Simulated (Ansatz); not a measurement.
System: CH₃ (cation, charge +1), singlet: umbrella (inversion) coordinate, bond length relaxed. Scanned: angle between the C-H bonds and the threefold axis (90 = planar). Other coordinates (C-H bond length) were minimised at B3LYP/def2-TZVP.

The free coordinates were minimised at B3LYP/def2-TZVP in PySCF; the energy column is CCSD(T) on RHF/aug-cc-pVQZ, frozen core (Ansatz, an electronic-structure program), in eV.

```
a / °   C-H bond length / Å      E
------  -------------------  -----
90                    1.092  0.000
93.90                 1.092  0.049
96.90                 1.093  0.155
99.90                 1.094  0.319
102.90                1.095  0.542
105.90                1.097  0.825
108.90                1.100  1.167
111.90                1.102  1.570
114.90                1.105  2.034
117.90                1.109  2.560
120.90                1.112  3.151
123.90                1.117  3.808
126.90                1.121  4.533
129.90                1.126  5.330
132                   1.130  5.931
```
